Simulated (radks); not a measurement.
Mn II, configuration [Ar] 3d5 4s1. All-electron calculation, Dirac Kohn-Sham, LDA (Slater exchange, Perdew-Wang correlation), spin-unpolarised, spherical densities, point nucleus; open shells fill j = l - 1/2 first. Program: a radial shooting solver on a logarithmic mesh with Libxc functionals.

Normalised radial functions P(r) = r R(r) (large component), r in bohr:

r	3p3/2	4s1/2
0.008778	0.0123	0.0597
0.0131	0.0258	0.0787
0.01954	0.0528	0.0971
0.02914	0.1040	0.1071
0.04348	0.1933	0.0948
0.06538	0.3327	0.0420
0.09754	0.4950	-0.0545
0.1455	0.5909	-0.1586
0.2171	0.4510	-0.1761
0.3238	-0.0508	-0.0195
0.4831	-0.7432	0.2310
0.7207	-1.1244	0.2875
1.084	-0.8976	-0.0331
1.617	-0.4113	-0.4807
2.412	-0.0991	-0.6677
3.598	-0.0100	-0.4723
5.368	-0.0003	-0.1645
8.008	0.0000	-0.0225

3p3/2: eigenvalue -62.324 eV, 1 radial node at r = 0.314 bohr, <r> = 0.909 bohr, 90 % of the charge inside 1.40 bohr. 4s1/2: eigenvalue -12.157 eV, 3 radial nodes at r = 0.0793, 0.334, 1.05 bohr, <r> = 2.78 bohr, 90 % of the charge inside 4.14 bohr.
